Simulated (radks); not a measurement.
Neutral sulfur inside a hard spherical wall (all orbitals vanish at R), configuration held at [Ne] 3s2 3p4 and not refilled when levels cross. Calculated with a radial shooting solver on a logarithmic mesh with Libxc functionals: non-relativistic Kohn-Sham, LDA (Slater exchange, VWN5 correlation), spin-polarised, spherical densities, point nucleus; open shells are filled with parallel spins first. Eigenvalues in eV for spin up, with the zero of energy where the potential of the charges vanishes at infinity; a dash marks a level that is unbound or too diffuse for the functional's potential to be trusted. A positive occupied level is held by the wall or, in an anion where self-interaction has pushed it up, behind a barrier. The pressure on the wall is -dE/dV.

R (bohr)  E (hartree)  kinetic (hartree)    e(2s)    e(2p)    e(3s)   e(3p)  e(4s, empty)  e(4p, empty)  pressure (GPa)
free       -396.74395            395.911  -209.52  -156.54  -17.855  -7.736        -0.387             -               0
12         -396.74395            395.911  -209.52  -156.54  -17.855  -7.736        -0.192         1.141        < 0.0001
10         -396.74392            395.912  -209.52  -156.53  -17.852  -7.733         0.087         1.776        0.001000
8          -396.74341            395.917  -209.48  -156.49  -17.817  -7.699         0.918         3.282          0.0284
6          -396.73401            395.988  -208.99  -156.00  -17.469  -7.341         4.025         7.852           0.955
5          -396.69959            396.200  -207.85  -154.84  -16.692  -6.487         8.745        13.906            6.32
4          -396.53321            397.041  -204.31  -151.27  -14.316  -3.743        20.783        27.876            49.4
3.5        -396.26737            398.191  -200.37  -147.28  -11.514  -0.451        33.650        41.896             151
3          -395.62858            400.596  -193.49  -140.29   -6.053   5.916        56.926        66.235             506
2.5        -394.00596            405.849  -181.54  -128.09    5.554  19.071        102.05        111.62            1910
1.5        -374.76151            453.704  -120.31  -64.151   119.08  134.54        444.39        431.46           55400
